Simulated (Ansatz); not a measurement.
Wavefunction ladder for C$_{2}$H$_{4}$BClO, SMILES `ClB1CCO1`

Cartesian coordinates in Å:
```
Cl 1.439 1.824 -1.647
B 0.656 0.605 -0.680
C -0.585 0.498 0.279
C -0.061 -0.941 0.342
O 1.055 -0.690 -0.568
H -0.541 1.055 1.214
H -1.571 0.618 -0.169
H 0.322 -1.265 1.310
H -0.715 -1.704 -0.081
```

Charge 0, multiplicity 1. All single points use the PBE0-D4/def2-TZVP geometry. Frozen core, restricted reference, the Gaussian-basis code of Ansatz. CBS rows extrapolate triple and quadruple zeta; past MP2 they add the triple-zeta difference.

```
     basis     HF (Eh)  MP2 corr.
  def2-SVP  -636.90108   -0.66950
def2-TZVPP  -637.26083   -0.85066
def2-QZVPP  -637.28153   -0.91583
```

(1) Estimate the CCSD correlation energy and the (T) correction in each basis where they were run (hartree).

## Answers

(1) 
```csv
basis,CCSD corr.,(T)
def2-SVP,-0.71113,-0.02119
def2-TZVPP,-0.88737,-0.03820
CBS(def2),-1.00083,as TZ
```
